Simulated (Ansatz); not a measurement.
System: propane-2,2-diselenol, C3H8Se2, charge 0, multiplicity 1. 
Structure (B3LYP-D3(BJ)/def2-TZVP (Ansatz, a first-principles code) minimum search):
SMILES: CC(C)([SeH])[SeH]
```xyz
13

C     -1.1982    -0.0235    -1.5784
C     -0.0861    -0.3270    -0.5828
C      0.8074    -1.4612    -1.0681
Se    -0.8423    -0.9289     1.1632
Se     0.9568     1.3635    -0.3885
H     -1.8021    -0.9171    -1.7410
H     -1.8540     0.7701    -1.2223
H     -0.7723     0.2838    -2.5379
H      1.6188    -1.6634    -0.3700
H      0.2215    -2.3764    -1.1923
H      1.2448    -1.1997    -2.0324
H     -1.5210     0.3423     1.4561
H      1.8355     0.8527     0.6740
```
Charge 0, spin multiplicity 1.

Property: atomisation energy (electronic, to ground-state atoms), in kcal/mol. Correlated levels leave the core frozen unless marked. UHF or UKS for open shells. No spin-orbit coupling. The frozen core is the preceding noble-gas configuration, with the filled d and f shells of earlier blocks. No relativistic terms. The coupled-cluster limit lacks core correlation, which all-electron functionals hold. CBS(X,Y): correlation extrapolated as X^-3; Hartree-Fock from the larger set.

| level | program | atomisation energy (kcal/mol) |
|---|---|---|
| r2SCAN-D3(BJ)/def2-TZVPD | Ansatz + dftd3 | 1089.7 |

Q: Estimate the value at CCSD(T)/CBS(cc-pVTZ,cc-pVQZ) as computed with Ansatz.

A: 1084.7 kcal/mol, so r2SCAN-D3(BJ)/def2-TZVPD differs from it by 5.0 kcal/mol.
